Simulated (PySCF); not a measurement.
SMILES [Al]([OH])([OH])[I] (CAM-B3LYP/def2-SVP optimised geometry):

```
6

Al    -0.284    -0.213     0.000
I     -1.564     1.898     0.000
O      1.396    -0.213     0.000
H      1.993     0.536    -0.014
O     -1.054    -1.707     0.002
H     -1.993    -1.898     0.024
```

Calculation: CAM-B3LYP/def2-TZVP, def2 effective core potentials past Kr (PySCF).

Question: What are the frontier orbital energies and the dipole moment?

Answer: HOMO-2 -10.37 eV, HOMO-1 -9.24 eV, HOMO -9.13 eV, LUMO -0.03 eV, LUMO+1 0.82 eV; dipole moment 0.78 D.

On the same geometry PBE/def2-TZVP, def2 effective core potentials past Kr in PySCF gives HOMO-2 -7.62 eV, HOMO-1 -6.83 eV, HOMO -6.69 eV, LUMO -1.74 eV, LUMO+1 -0.89 eV; dipole moment 0.67 D.
